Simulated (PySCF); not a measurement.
C2H8FNSi, SMILES C[C@@H](N)[SiH2]F. The structure is a stationary point at PBE0-D3(BJ)/def2-SVP. The structure was generated by enumeration; whether it is a known compound was not checked. The values are those of a single conformer.

These are PBE0-D3(BJ)/def2-SVP (PySCF) values and carry that method's errors.

Harmonic wavenumbers (cm⁻¹): 86, 133, 227, 269, 272, 342, 423, 594, 695, 738, 838, 852, 920, 938, 953, 1009, 1052, 1156, 1213, 1333, 1346, 1392, 1458, 1478, 1633, 2242, 2263, 2940, 3041, 3126, 3151, 3523, 3615. Rotational constants (GHz): 6.477, 2.626, 2.027; symmetry number 1.

Question: Work out the zero-point energy and the ideal-gas rigid-rotor harmonic-oscillator thermochemistry at 298.15 K and 1 atm.

Answer: ZPE = ½ Σ hcν = ½ × 45252 cm⁻¹ = 64.69 kcal/mol. H − E(el) = 69.77 kcal/mol. Entropy in cal/(mol K): translation 39.51, rotation 26.64, vibration 15.93, total 82.07. G − E(el) = 45.30 kcal/mol. Cp = 26.97 cal/(mol K). Modes under 150 cm⁻¹ make the vibrational entropy uncertain.
